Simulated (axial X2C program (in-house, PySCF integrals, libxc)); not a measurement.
Excited states of LiCs by EOM-EE-CCSD

Calculated with an in-house all-electron X2C program for linear molecules (integrals from PySCF): two-component X2C with atomic mean-field Coulomb and Gaunt terms, Gaussian nuclei, basis Cs dyall-acv3z, Li dyall-acv3z with contracted cores.

R = 3.734 Å (near the PBE0 minimum at charge 0 of the determinant lowest at the starting distance; the state shown can have its own minimum elsewhere).

Hartree–Fock spinors of LiCs (one of each Kramers pair; a window near the gap, which can cut inner shells):

```
  ω  occupied  ε (eV)                     character
1/2       yes  -19.77                      99% Cs p
3/2       yes  -17.98                     100% Cs p
1/2       yes  -17.94                      99% Cs p
1/2       yes   -3.82   51% Li s, 32% Cs s, 9% Cs p
1/2        no   -0.14  51% Cs p, 33% Cs s, 11% Li p
1/2        no    0.09    94% Cs p, 4% Li p, 3% Cs d
3/2        no    0.09    94% Cs p, 3% Li p, 3% Cs d
1/2        no    0.12  64% Cs p, 24% Cs s, 10% Li p
1/2        no    0.20   60% Cs s, 32% Cs p, 5% Li p
1/2        no    0.37            57% Cs p, 42% Li p
```

Vertical excitation energies from the closed-shell determinant state of LiCs:

```
 Ω  excitation (eV)   cm⁻¹        hole of the leading pair     particle of the leading pair  weight of the pair (for Ω = 0 its time-reversed partner can hold as much again)  singles weight
0⁻            0.910   7343  51% Li sσ, 32% Cs sσ, 9% Cs pσ  32% Cs sσ, 30% Li pσ, 19% Cs pσ                                                                             0.48            0.96
 1            0.910   7344  51% Li sσ, 32% Cs sσ, 9% Cs pσ  32% Cs sσ, 30% Li pσ, 19% Cs pσ                                                                             0.96            0.96
 2            1.194   9628  51% Li sσ, 32% Cs sσ, 9% Cs pσ  60% Li pπ, 22% Cs pπ, 16% Cs dπ                                                                             0.96            0.96
 1            1.199   9671  51% Li sσ, 32% Cs sσ, 9% Cs pσ  60% Li pπ, 22% Cs pπ, 16% Cs dπ                                                                             0.49            0.96
0⁺            1.204   9709  51% Li sσ, 32% Cs sσ, 9% Cs pσ  58% Li pπ, 24% Cs pπ, 15% Cs dπ                                                                             0.48            0.96
0⁻            1.204   9713  51% Li sσ, 32% Cs sσ, 9% Cs pσ  58% Li pπ, 24% Cs pπ, 15% Cs dπ                                                                             0.48            0.96
0⁺            1.486  11989  51% Li sσ, 32% Cs sσ, 9% Cs pσ  38% Cs pσ, 30% Cs sσ, 21% Li pσ                                                                             0.42            0.84
 1            1.808  14583  51% Li sσ, 32% Cs sσ, 9% Cs pσ  46% Li pσ, 16% Cs sσ, 14% Li sσ                                                                             0.96            0.96
0⁻            1.809  14591  51% Li sσ, 32% Cs sσ, 9% Cs pσ  46% Li pσ, 16% Cs sσ, 14% Li sσ                                                                             0.48            0.96
```

This point took 35 s on 1 thread of Intel(R) Xeon(R) Platinum 8375C CPU @ 2.90GHz (Ice Lake), with other jobs on the host.

Reference electrons by ω block (each with its −ω partner): 1/2: 19, 3/2: 8, 5/2: 2. 10 electrons of LiCs correlated (inner shells frozen), 88 natural virtual spinors (a truncated set); levels can be off by some tenths of an eV. Roots sought by Ω: (0: 5, 1: 4, 2: 3, 3: 1); the list ends where they run out and leaves out roots under 60 % singles weight. The solver can skip a root, and states that need a further excitation, which the method places far too high, are missing though they may lie low or lowest. T1 of the reference 0.016 (Lee–Taylor). Number of frozen shells: Cs 4 s, 3 p, 2 d; Li 1 s.
